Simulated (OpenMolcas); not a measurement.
**Zr II: thermal populations, worked from levels**

| Quantity | Value |
| --- | --- |
| Program | OpenMolcas |
| Basis | ANO-RCC-VTZP [7s6p4d2f1g] |
| Scalar Hamiltonian | DKH2, point nucleus |
| Active space | 3 electrons in 6 orbitals (4d 5s) |
| State averaging | 2S+1 = 4 even, 20 roots; 2S+1 = 2 even, 70 roots |
| Spin-orbit coupling | state interaction with AMFI integrals over the reference wave functions, term energies averaged over their components |

Methods: CASSCF; MS-CASPT2, IPEA 0.25 Eh, imaginary shift 0.1 Eh (closed shells correlated: 4s 4p). Measured levels: NIST Handbook of Basic Atomic Spectroscopic Data.

**Thermal populations.** Z = Σ (2J + 1) exp(-E/kT) with k = 0.695035 cm-1/K, over the levels below. No other level of either list lies under 3620 cm-1, which is above 7 kT at each temperature.

| Level | 2J + 1 | MS-CASPT2 | measured |
| --- | --- | --- | --- |
| 4d2 5s 4F 3/2 | 4 | 0.0 | 0.0 |
| 4d2 5s 4F 5/2 | 6 | 305 | 315 |
| 4d2 5s 4F 7/2 | 8 | 737 | 763 |
| 4d2 5s 4F 9/2 | 10 | 1271 | 1323 |
| 4d3 4F 3/2 | 4 | 2810 | 2572 |
| 4d3 4F 5/2 | 6 | 3200 | 2895 |
| 4d3 4F 7/2 | 8 | 3660 | 3300 |

| T (K) | Z, MS-CASPT2 | Z, measured levels | Ground level (%), MS-CASPT2 | Ground level (%), measured levels |
| --- | --- | --- | --- | --- |
| 300 | 5.645 | 5.548 | 70.9 | 72.1 |

At 300 K, kT = 209 cm-1, and the computed levels give Z = 4.000 + 1.390 + 0.233 + 0.023 + 0.000 + 0.000 + 0.000 = 5.645.

CASPT2 does not keep the components of a term degenerate, so their means are used; among the terms shown or strongly mixed into the levels shown the widest spread is 780 cm-1 (4d2 5s 4F, MS-CASPT2). Over all roots computed the reference weight is 0.87 to 0.93 in MS-CASPT2; the roots of lowest weight are the least certain, and an intruder state may touch them. Configurations are named by rounded mean occupations; where the s occupation lies near a half they are strongly mixed, a name can repeat and a true partner stay unpaired. A single d shell beside an s shell can misplace configurations of different d count against each other. Without dynamic correlation excited terms often stand tens of per cent too high (terms of higher spin than the ground term too low), and those without a measured partner can miss by more than the paired ones (holds for CASSCF). The CASPT2 spread within a term exceeds the gap to the next term for 4d3 4F and 4d2 5s 2D(1), so the order of their levels is uncertain, and so are names and mixing where such terms share a J (holds for MS-CASPT2). Measured partners are found by configuration, term and J. A level has none where our copy of the source lacks it or the pairing is in doubt (some pairs that miss far off the trend of their configuration count as doubtful), and it then counts in no deviation. Levels of configurations outside the active space are missing.

A number in round brackets counts repeated terms of one configuration in the order of the reference energies.
